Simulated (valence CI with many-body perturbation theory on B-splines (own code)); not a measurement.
Ho²⁸⁺: what the settings do

Computed by configuration interaction combined with many-body perturbation theory (CI+MBPT): three valence electrons over a frozen Dirac-Fock core [Kr], radial functions for each j: 6 s, 6 p, 5 d, 5 f, 1 g, with the one-electron correlation potential Σ1 (screened to all orders), the two-electron term Σ2, the three-electron term Σ3, Breit, model QED; selected single and double excitations, second order for the rest (own B-spline code, finite nucleus).

The last digits are not significant, and no measured levels were compared; by estimate large intervals hold to a few tenths of a per cent, small ones and those within an open d or f shell to about a per cent. Only levels of the ground parity were solved; by the run's estimate the other parity begins above the list, which can be wrong where configurations are misplaced.

The reference run has the lowest level (4d3/2^3) J=3/2 and an ionisation energy of 1030.76 eV. Its largest variational space holds 2486 state functions.

Levels are named by their leading jj configuration (3d3/2^4 stands for four electrons in 3d with j = 3/2), which in mixed levels can hold well under half, so a name can repeat and another be missing. Letters in brackets count levels of one name in rising energy.

Changed runs:
A. scale of Σ1 1 → 0; scale of Σ2 1 → 0; three-electron term on → off
B. scale of Σ1 1 → 1.1; averaging of valence orbitals over low configurations on → off
C. box radius (bohr) 5.1492 → 2.37
D. start configuration 4d3 → 5d3 (bad on purpose)

Excitation energies of the reference run in cm⁻¹, and shifts in cm⁻¹:

```
                    Level  Reference      A      B        C
(4d3/2^2 4d5/2) J=5/2 [a]      62477   -931    +74     -1.0
    (4d3/2^2 4d5/2) J=3/2      81129   -156    +50        0
    (4d3/2^2 4d5/2) J=7/2      86456   +508    +72     -0.2
    (4d3/2^2 4d5/2) J=9/2      91347  +1785    +65     +0.2
    (4d3/2^2 4d5/2) J=1/2      93254   +258    +49     +0.3
(4d3/2^2 4d5/2) J=5/2 [b]     139798   +780    +48     +1.2
(4d3/2 4d5/2^2) J=7/2 [a]     151602   -366   +118        0
    (4d3/2 4d5/2^2) J=9/2     160687    +23   +129     -0.4
(4d3/2 4d5/2^2) J=3/2 [a]     173407  -1002   +101     +1.0
    (4d3/2 4d5/2^2) J=1/2     180483  -1189    +95     +1.2
   (4d3/2 4d5/2^2) J=11/2     186993  +2536   +119     +0.5
(4d3/2 4d5/2^2) J=5/2 [a]     191439  +2846    +83     +1.8
   Ionisation energy (eV)    1030.76  -4.19  +0.27  +0.0016
```

Run D: It gave no result: the start configuration must fill the lowest shells above the core. The program said: "5d is not the lowest shell of its kind above the core".
